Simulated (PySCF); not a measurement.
CH5NO2SW, SMILES [S]=[W](=[N]C)([OH])[OH], multiplicity 1.

The structure is a stationary point at r2SCAN-D4/def2-SVP. The spin state was assumed, not searched. The def2 effective core potentials stand for the cores of W; spin–orbit coupling is left out. The values are those of a single conformer.

Two levels are set side by side: TDA-PBE/def2-SVPD (PySCF) and TDA-LC-ωPBE/def2-SVPD (PySCF). Vertical, same geometry. The lowest singlet is HOMO→LUMO+1 93 % with PBE and HOMO→LUMO+1 92 % with the other functional; states are paired by order. Differences are taken from unrounded values.

```tsv
quantity	TDA-LC-ωPBE
lowest singlet excitation (eV)	3.88
lowest triplet excitation (TDA) (eV)	3.41
```

### Question
What does TDA-PBE give, and how far is it from TDA-LC-ωPBE? (Estimate from the structure and the level; the computed values follow.)

### Answer

| quantity | TDA-PBE | TDA-PBE minus TDA-LC-ωPBE |
|---|---|---|
| lowest singlet excitation (eV) | 3.69 | -0.20 |
| lowest triplet excitation (TDA) (eV) | 3.25 | -0.17 |

Functionals without exact exchange tend to place singlet excitations lower, as here. Differences between two approximate levels are no errors against the true value.

Rough cost on one machine, each run with all the roots and properties that it gave: TDA-LC-ωPBE against TDA-PBE about 3 times.
